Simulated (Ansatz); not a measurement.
Reaction (redistribution): `CO[SiH](N)Cl` + `N[SiH2]C[SiH](N)F` → `CO[Si@@H](N)[Si@H](N)F` + `N[SiH2]CCl`

Computed with Ansatz on PBE0-D4/def2-TZVP structures; ΔE is electronic, products minus reactants. CCSD(T)/CBS is the MP2 limit (def2-TZVPP, def2-QZVPP) plus CCSD(T) − MP2 in def2-TZVPP, frozen cores. Functionals use def2-TZVPP. B3LYP here is the variant with VWN-RPA as its local correlation; programs differ in this. Each species was taken in one conformer, which may not be the lowest.

`CO[SiH](N)Cl`:

```xyz
11

C    -0.091    0.161    1.906
O     0.076   -0.496    0.669
Si    0.084    0.261   -0.776
N     0.248   -0.807   -2.075
Cl   -1.716    1.239   -0.983
H    -1.095    0.587    1.992
H     0.643    0.964    2.038
H     0.050   -0.573    2.701
H     1.170    1.265   -0.806
H     1.145   -1.203   -2.304
H    -0.514   -1.398   -2.364
```

`N[SiH2]C[SiH](N)F`:

```xyz
15

N     1.368   -0.592   -1.314
Si    1.474    0.616   -0.069
C    -0.242    1.221    0.346
Si   -1.427   -0.080    0.941
N    -1.492   -1.325   -0.206
F    -0.898   -0.540    2.390
H     2.166   -1.201   -1.425
H     1.041   -0.303   -2.224
H     2.119   -0.052    1.090
H     2.315    1.792   -0.447
H    -0.147    1.994    1.117
H    -0.666    1.707   -0.540
H    -2.803    0.414    1.190
H    -2.171   -2.066   -0.167
H    -0.638   -1.587   -0.681
```

`CO[Si@@H](N)[Si@H](N)F`:

Z-matrix (Å, degrees):
```
C
O 1 1.408
H 1 1.095 2 111.4
H 1 1.092 2 108.4 3 119.4
H 1 1.098 2 112.0 3 -121.1
Si 2 1.656 1 122.3 3 64.9
Si 6 2.347 2 108.5 1 64.0
N 6 1.708 2 116.3 1 -54.9
H 6 1.482 2 102.8 1 -174.0
N 7 1.699 6 108.0 2 35.5
F 7 1.622 6 106.0 2 -86.8
H 7 1.486 6 117.6 2 157.5
H 8 1.006 6 123.6 2 -72.0
H 8 1.006 6 121.7 2 89.4
H 10 1.006 7 123.9 6 166.6
H 10 1.006 7 121.9 6 -29.4
```

`N[SiH2]CCl`:

Z-matrix (Å, degrees):
```
Si
C 1 1.888
N 1 1.711 2 115.1
H 1 1.488 2 107.2 3 -119.6
H 1 1.484 2 106.4 3 121.2
Cl 2 1.790 1 108.7 3 -57.7
H 2 1.092 1 112.3 3 -176.3
H 2 1.091 1 112.6 3 60.9
H 3 1.007 1 120.0 2 64.3
H 3 1.007 1 120.4 2 -81.1
```

| level | ΔE (kJ/mol) | difference from CCSD(T)/CBS |
| --- | --- | --- |
| PBE-D4 | 203.3 | -21.4 |
| r2SCAN-D4 | 225.5 | 0.8 |
| PBE0-D4 | 215.6 | -9.1 |
| B3LYP-D4 | 215.0 | -9.7 |
| ωB97X-V | 218.5 | -6.2 |
| ωB97M-V | 229.6 | 4.9 |
| B2PLYP | 222.6 | -2.1 |
| PBE | 202.2 | -22.5 |
| r2SCAN | 225.5 | 0.8 |
| PBE0 | 214.8 | -9.9 |
| B3LYP | 212.9 | -11.8 |
| HF/def2-TZVPP | 231.0 | 6.3 |
| MP2/def2-TZVPP | 238.0 | 13.3 |
| SCS-MP2/def2-TZVPP | 229.7 | 5.0 |
| CCSD/def2-TZVPP | 227.1 | 2.4 |
| CCSD(T)/def2-TZVPP | 225.7 | 1.0 |
| HF/def2-QZVPP | 231.1 | 6.4 |
| MP2/def2-QZVPP | 237.5 | 12.8 |
| SCS-MP2/def2-QZVPP | 229.5 | 4.8 |
| HF/CBS(def2) | 231.1 | 6.4 |
| MP2/CBS(def2) | 237.0 | 12.3 |
| CCSD/CBS(def2) | 226.1 | 1.4 |
| CCSD(T)/CBS | 224.7 | 0 |

Largest T1 diagnostic among the species: 0.012.

From PBE to PBE0 (25 % exact exchange), in def2-TZVPP and without D4, ΔE moves by +12.6 kJ/mol.
